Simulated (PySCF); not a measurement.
Point-charge models of `C(C=C)P1(CCSCC1)=C` against its computed dipole.

Coordinates (PBE0-D3(BJ)/def2-SVP, Å) and charges (e) from the PBE0/pcSseg-1 density (PySCF):

```tsv
atom	x	y	z	Mulliken	IAO	Hirshfeld	ESP-fitted
C1	2.589	-1.015	1.032	-0.1540	-0.3159	-0.0961	-0.4809
C2	1.790	0.051	1.122	-0.2517	-0.1321	-0.0336	-0.1204
C3	1.432	0.951	-0.013	-0.3551	-0.4746	-0.1028	-0.1705
P4	-0.311	0.983	-0.610	+0.5194	+1.2142	+0.3654	+0.7365
C5	-0.501	2.355	-1.545	-0.5881	-0.9668	-0.3406	-1.3670
C6	-1.367	0.686	0.901	-0.3901	-0.5255	-0.1276	-0.3148
C7	-1.466	-0.720	1.482	-0.3275	-0.3386	-0.0779	-0.1153
S8	-2.060	-1.953	0.294	-0.0023	+0.0722	-0.0117	-0.2471
C9	-0.697	-1.844	-0.897	-0.3328	-0.3416	-0.0755	-0.1228
C10	-0.623	-0.508	-1.625	-0.3825	-0.4808	-0.1105	-0.1562
H11	3.044	-1.309	0.081	+0.1195	+0.1427	+0.0475	+0.2044
H12	2.821	-1.628	1.906	+0.1281	+0.1529	+0.0504	+0.1992
H13	1.370	0.312	2.101	+0.1252	+0.1394	+0.0458	+0.1505
H14	2.039	0.744	-0.907	+0.1649	+0.1632	+0.0519	+0.1218
H15	1.621	2.005	0.257	+0.1774	+0.1688	+0.0569	+0.1164
H16	-1.380	2.420	-2.192	+0.1197	+0.1440	+0.0129	+0.3546
H17	-0.072	3.290	-1.178	+0.1172	+0.1419	+0.0111	+0.3494
H18	-2.364	1.028	0.578	+0.1652	+0.1601	+0.0381	+0.1227
H19	-1.025	1.410	1.663	+0.1484	+0.1447	+0.0416	+0.0971
H20	-2.195	-0.742	2.308	+0.1634	+0.1587	+0.0469	+0.1539
H21	-0.506	-1.065	1.893	+0.1622	+0.1423	+0.0308	+0.0779
H22	0.247	-2.071	-0.378	+0.1737	+0.1457	+0.0313	+0.0814
H23	-0.873	-2.657	-1.618	+0.1654	+0.1616	+0.0492	+0.1431
H24	-1.573	-0.307	-2.148	+0.1693	+0.1624	+0.0483	+0.1130
H25	0.167	-0.510	-2.394	+0.1650	+0.1608	+0.0494	+0.0731
```

Problem. What dipole does each set of charges give (1 e·Å = 4.803 D), and what does the density give?

Solution. The full density gives (1.50, -1.32, 1.71) D, 2.63 D in size; dipole vectors point from the negative to the positive end.

| scheme | μx | μy | μz | size (D) | share of the full size (%) | angle to the full dipole (°) |
| --- | --- | --- | --- | --- | --- | --- |
| Mulliken | 1.38 | -1.49 | 0.89 | 2.22 | 85 | 18 |
| IAO | 0.72 | -2.33 | 1.66 | 2.95 | 112 | 26 |
| Hirshfeld | 1.01 | -1.79 | 1.19 | 2.38 | 90 | 19 |
| ESP-fitted | 1.53 | -1.39 | 1.77 | 2.72 | 104 | 1 |

Problem. Which set comes closest?

Solution. Length of the difference vector: ESP-fitted 0.10 D, Mulliken 0.85 D, Hirshfeld 0.85 D, IAO 1.27 D. Closest: ESP-fitted. 

Problem. What is left for the Hirshfeld atoms' own dipoles?

Solution. The Hirshfeld atoms' densities add up to the full density, so μ = Σ q r + Σ (atomic dipoles). The atomic dipoles sum to (1.50, -1.32, 1.71) − (1.01, -1.79, 1.19) = (0.49, 0.47, 0.52) D, 0.85 D in size.

Problem. With the origin at the mean of the coordinates, (0.004, -0.004, 0.005) Å, which are the largest single terms, by size, of the ESP-fitted dipole along the direction of the full one?

Solution. C5 +16.30, C1 -6.12, H16 -5.85, H17 -4.15, P4 -3.81 D; all 25 atoms together +2.72 D. The single terms depend on the origin, their sum doesn't.

Problem. Give the size of the full dipole in other units.

Solution. 2.63 D = 1.033 au = 0.547 e·Å = 8.76 × 10⁻³⁰ C·m.

The structure is a single PBE0-D3(BJ)/def2-SVP conformer in the gas phase; no vibrational or solvent corrections.

The run behind these numbers computed NMR shieldings as well. The run took 93 s of wall time on Arm Neoverse V2, one thread, on a shared host, and the process peaked at 1.3 GiB of memory.
